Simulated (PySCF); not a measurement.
**SMILES FC=C=C(F)C(F)(F)F, C4HF5**

Geometry:
```json
{"atom": "F1", "x (Å)": "2.991", "y (Å)": "0.132", "z (Å)": "-0.456"}
{"atom": "C2", "x (Å)": "2.051", "y (Å)": "0.076", "z (Å)": "0.481"}
{"atom": "C3", "x (Å)": "0.831", "y (Å)": "-0.300", "z (Å)": "0.242"}
{"atom": "C4", "x (Å)": "-0.398", "y (Å)": "-0.652", "z (Å)": "0.008"}
{"atom": "F5", "x (Å)": "-0.843", "y (Å)": "-1.913", "z (Å)": "0.113"}
{"atom": "C6", "x (Å)": "-1.495", "y (Å)": "0.328", "z (Å)": "-0.375"}
{"atom": "F7", "x (Å)": "-1.014", "y (Å)": "1.573", "z (Å)": "-0.453"}
{"atom": "F8", "x (Å)": "-2.486", "y (Å)": "0.342", "z (Å)": "0.523"}
{"atom": "F9", "x (Å)": "-2.039", "y (Å)": "0.035", "z (Å)": "-1.559"}
{"atom": "H10", "x (Å)": "2.411", "y (Å)": "0.383", "z (Å)": "1.455"}
```

Method used: PySCF, TDDFT CAM-B3LYP/def2-SVPD circular dichroism and optical rotation, one conformer, gas phase. Geometry: GFN2-xTB.

No stereocentre is labelled: unless the shape is locked (an allene, a helicene, a hindered biaryl), the mirror image is equally populated and a measured rotation or CD is zero.

(1) Draw the ECD and absorption spectra from the lowest 16 states, each a Gaussian of half-width 0.25 eV at 1/e height.

Results:

(1) 
| E (eV) | λ (nm) | Δε (L mol⁻¹ cm⁻¹) | ε (L mol⁻¹ cm⁻¹) |
| --- | --- | --- | --- |
| 4.97 | 249 | 0.00 | 0.819 |
| 5.07 | 244 | 0.00 | 3.46 |
| 5.17 | 240 | 0.00 | 10.6 |
| 5.27 | 235 | 0.00 | 23.6 |
| 5.37 | 231 | -0.01 | 38.3 |
| 5.47 | 227 | -0.03 | 45.9 |
| 5.57 | 223 | -0.09 | 42.9 |
| 5.67 | 219 | -0.23 | 36.8 |
| 5.77 | 215 | -0.47 | 37.5 |
| 5.87 | 211 | -0.69 | 43 |
| 5.97 | 208 | -0.74 | 43 |
| 6.07 | 204 | -0.57 | 32.8 |
| 6.17 | 201 | -0.32 | 18.5 |
| 6.27 | 198 | -0.13 | 8.03 |
| 6.37 | 195 | -0.04 | 5.85 |
| 6.47 | 192 | +0.01 | 19.3 |
| 6.57 | 189 | +0.07 | 70.9 |
| 6.67 | 186 | +0.19 | 194 |
| 6.77 | 183 | +0.38 | 385 |
| 6.87 | 180 | +0.55 | 555 |
| 6.97 | 178 | +0.58 | 582 |
| 7.07 | 175 | +0.44 | 449 |
| 7.17 | 173 | +0.23 | 306 |
| 7.27 | 171 | +0.02 | 539 |
| 7.37 | 168 | -0.38 | 2320 |
| 7.47 | 166 | -1.53 | 8630 |
| 7.57 | 164 | -4.19 | 23600 |
| 7.67 | 162 | -8.32 | 46900 |
| 7.77 | 160 | -11.96 | 67700 |
| 7.87 | 158 | -12.36 | 71100 |
| 7.97 | 156 | -8.76 | 54600 |
| 8.07 | 154 | -3.10 | 31800 |
| 8.17 | 152 | +2.23 | 16100 |
| 8.27 | 150 | +5.86 | 9710 |
| 8.37 | 148 | +7.34 | 7960 |
| 8.47 | 146 | +7.08 | 6730 |
| 8.57 | 145 | +6.14 | 4940 |
| 8.67 | 143 | +5.06 | 3060 |
| 8.77 | 141 | +3.55 | 1620 |
| 8.87 | 140 | +1.50 | 755 |
| 8.97 | 138 | -0.26 | 334 |
| 9.07 | 137 | -0.86 | 191 |
| 9.17 | 135 | -0.39 | 249 |
| 9.27 | 134 | +0.22 | 474 |
| 9.37 | 132 | +0.12 | 787 |
| 9.47 | 131 | -0.51 | 1030 |
| 9.57 | 130 | -0.49 | 1090 |
| 9.67 | 128 | +1.01 | 1030 |
| 9.77 | 127 | +3.70 | 1020 |
| 9.87 | 126 | +7.10 | 1230 |
| 9.97 | 124 | +10.66 | 1580 |

Δε uses R in velocity form, ε uses f in length form. Only the states computed contribute, so the short-wavelength end is incomplete.
